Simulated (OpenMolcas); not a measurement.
S⁺: effect of the active space

```json
{
 "Program": "OpenMolcas 26.06",
 "Method": "CASSCF or its RAS form",
 "Basis": "ANO-L-VQZP",
 "Scalar Hamiltonian": "non-relativistic, point nucleus",
 "Spin-orbit coupling": "state interaction with AMFI integrals over the reference wave functions, term energies averaged over their components"
}
```

A. 3 electrons in 3 orbitals (3p); 2S+1 = 4 odd, 1 root; 2S+1 = 2 odd, 8 roots; cost of the order of 2.8 core-seconds
B. 5 electrons in 4 orbitals (3s 3p); 2S+1 = 4 odd, 1 root; 2S+1 = 2 odd, 8 roots kept (CI in the orbitals of an earlier block); 2S+1 = 4 even, 3 roots; 2S+1 = 2 even, 9 roots kept (CI in the orbitals of an earlier block); cost of the order of 8 core-seconds
C. 5 electrons in 9 orbitals (RAS2 3s 3p; RAS3 3d, at most 2 electrons); 2S+1 = 4 odd, 1 root; 2S+1 = 2 odd, 8 roots; 2S+1 = 4 even, 3 roots; 2S+1 = 2 even, 5 roots (0 in the spin-orbit step); cost roughly 25 core-seconds

Energies in cm-1 above 3s2 3p3 4S* 3/2, the measured ground level; measured values from NIST Handbook of Basic Atomic Spectroscopic Data.

| Level | A | B | C | Measured |
| --- | --- | --- | --- | --- |
| 3s2 3p3 4S* 3/2 | 0.0 | 0.0 | 0.0 | 0.0 |
| 3s2 3p3 2D* 3/2 | 19226 | 19368 | 18159 | 14853 |
| 3s2 3p3 2D* 5/2 | 19244 | 19400 | 18180 | 14885 |
| 3s2 3p3 2P* 1/2 | 31895 | 26458 | 28351 | 24525 |
| 3s2 3p3 2P* 3/2 | 31919 | 26479 | 28367 | 24572 |

Deviations, from unrounded energies. A percentage is the sum of absolute deviations over the sum of measured energies, with the sign that they share, or ± where signs differ.

```
                        Against measurement  Levels      A      B      C
             mean absolute deviation (cm-1)       4   5900   3200   3600
other terms of the ground configuration (%)       4  +29.7  +16.3  +18.0
```

B lies closest to measurement on these levels and A furthest from it. The largest miss of B in the table is 3s2 3p3 2D* 5/2, by +4500 cm-1. The ranking rests on the paired levels alone, and a cruder setting can come out closer through cancelling errors.

Among A to C the level of the table that moves most is 3s2 3p3 2P* 3/2, by 5400 cm-1 (lowest in B, highest in A).

Without dynamic correlation excited terms often stand tens of per cent too high (terms of higher spin than the ground term too low), and those without a measured partner can miss by more than the paired ones. With the s shell closed, the reference lacks s² → p² mixing (holds for A). Terms from blocks run as CI alone lack orbitals of their own (holds for B). Active for correlation alone: 3d; no level in the range computed is led by a configuration that fills it, so any true level of that kind is missing (holds for C). Measured partners are found by configuration, term and J. A level has none where our copy of the source lacks it or the pairing is in doubt (some pairs that miss far off the trend of their configuration count as doubtful), and it then counts in no deviation. Only configurations of the active space appear. Levels that lie high or do not pair safely by name in every column are left out.

* marks odd parity.
